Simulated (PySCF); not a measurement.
# Computed NMR parameters against published values

Atom-mapped SMILES (the numbers label the heavy atoms): `[CH3:1][CH2:2][c:3]1[cH:4][cH:5][cH:6][n:7][cH:8]1`. Hydrogens are named by the atom that carries them.

A single conformation, equivalent nuclei averaged, in vacuum, non-relativistic Hamiltonian. NMR shieldings at PBE0/pcSseg-1/GIAO; PBE0-D3(BJ)/def2-SVP geometry; PySCF 2.14.

Reference values: estimated from measurements, as parent shift plus tabulated substituent increment (solution, not stated per compound (mostly CDCl3 or CCl4); Pretsch, Buehlmann, Badertscher, Structure Determination of Organic Compounds, 4th ed. (2009)).
```json
{"atoms": "C8", "quantity": "δ 13C", "reference": "149.4", "computed": "155.8", "computed, scaled": "150.6"}
{"atoms": "C6", "quantity": "δ 13C", "reference": "147.1", "computed": "153.5", "computed, scaled": "148.4"}
{"atoms": "C3", "quantity": "δ 13C", "reference": "139.1", "computed": "144.4", "computed, scaled": "139.5"}
{"atoms": "C4", "quantity": "δ 13C", "reference": "135.1", "computed": "140.7", "computed, scaled": "136.0"}
{"atoms": "C5", "quantity": "δ 13C", "reference": "123.2", "computed": "128.1", "computed, scaled": "123.8"}
{"atoms": "H(C8)", "quantity": "δ 1H", "reference": "8.46", "computed": "8.61", "computed, scaled": "8.38"}
{"atoms": "H(C6)", "quantity": "δ 1H", "reference": "8.42", "computed": "8.65", "computed, scaled": "8.41"}
{"atoms": "H(C4)", "quantity": "δ 1H", "reference": "7.48", "computed": "7.54", "computed, scaled": "7.37"}
{"atoms": "H(C5)", "quantity": "δ 1H", "reference": "7.19", "computed": "7.19", "computed, scaled": "7.03"}
```

Computed shifts are σ(ref) − σ with the named reference compound (TMS for H and C) calculated as an isolated molecule at the same level. The measured values may be among those fitted. Shieldings were converted by linear fits to measured shifts (mostly CDCl3, TMS scale, for H and C): 13C (scatter 2.0 ppm rms, 2.2 ppm with the 3 outliers that the fit left out); 1H (scatter 0.21 ppm rms). A few per cent of atoms miss by over 2 rms, more outside the fitted compound classes.

(1) How far are the unscaled 13C shifts from the references?

(2) How far are the unscaled 1H shifts from the references?

Results:

(1) Mean signed difference +5.72 ppm, mean absolute 5.72 ppm over 5 comparisons; the largest is +6.4 ppm at C8 (aromatic CH next to a ring nitrogen).

(2) Mean signed difference +0.11 ppm, mean absolute 0.11 ppm over 4 comparisons; the largest is +0.23 ppm at H(C6) (hydrogen on an aromatic CH next to a ring nitrogen).
